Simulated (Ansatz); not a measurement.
Energy difference 2 R1 → P1, each structure at its B3LYP-D3(BJ)/def2-TZVP stationary point, reached from a drawn start (curvature not checked).
R1, Br2Co (SMILES [Br][Co][Br]) (charge 0, multiplicity 4):
```xyz
3

Co     0.0000     0.0000    -0.0013
Br     2.2416    -0.0037     0.0090
Br    -2.2416     0.0037    -0.0077
```
P1, Br4Co2 (SMILES [Br][Co]1<-[Br][Co]([Br])<-[Br]1) (charge 0, multiplicity 7):
```xyz
6

Co     1.6484     0.0041    -0.0104
Co    -1.6484    -0.0051    -0.0021
Br    -0.0052     1.8202    -0.0251
Br     0.0052    -1.8213     0.0036
Br     3.9110     0.0130     0.0108
Br    -3.9110    -0.0109     0.0231
```

P less R. No zero-point or thermal terms; open shells are unrestricted; no spin–orbit coupling. One arrangement of each flexible species, with no search for the lowest. The spin states of the d-block species are the ones drawn and need not be the lowest.

Cores are frozen in the correlated methods. In cc and def2 sets filled d and f shells under p-block atoms count as core.

Codes used: Ansatz (a quantum-chemistry and plane-wave program) with Gaussian orbitals. No computed number here is a measurement.

Total energies in hartree:

| structure | PBE/def2-TZVPP | B3LYP/def2-TZVPP | CCSD(T)/def2-SVP |
|---|---|---|---|
| R1 | -6530.196409 | -6531.299065 | -6525.990740 |
| P1 | -13060.441295 | -13062.638612 | -13052.036743 |

Work out the reaction energy at each level in kJ/mol (1 hartree = 2625.49964 kJ/mol), and say how far PBE/def2-TZVPP lies from CCSD(T)/def2-SVP.


- PBE/def2-TZVPP: (-13060.441295) − 2 × (-6530.196409) = -0.048477 hartree = -127.3 kJ/mol
- B3LYP/def2-TZVPP: (-13062.638612) − 2 × (-6531.299065) = -0.040482 hartree = -106.3 kJ/mol
- CCSD(T)/def2-SVP: (-13052.036743) − 2 × (-6525.990740) = -0.055263 hartree = -145.1 kJ/mol
PBE/def2-TZVPP less CCSD(T)/def2-SVP: 17.8 kJ/mol. CCSD(T)/def2-SVP is the level counted from, the highest shown, and no exact or measured value.
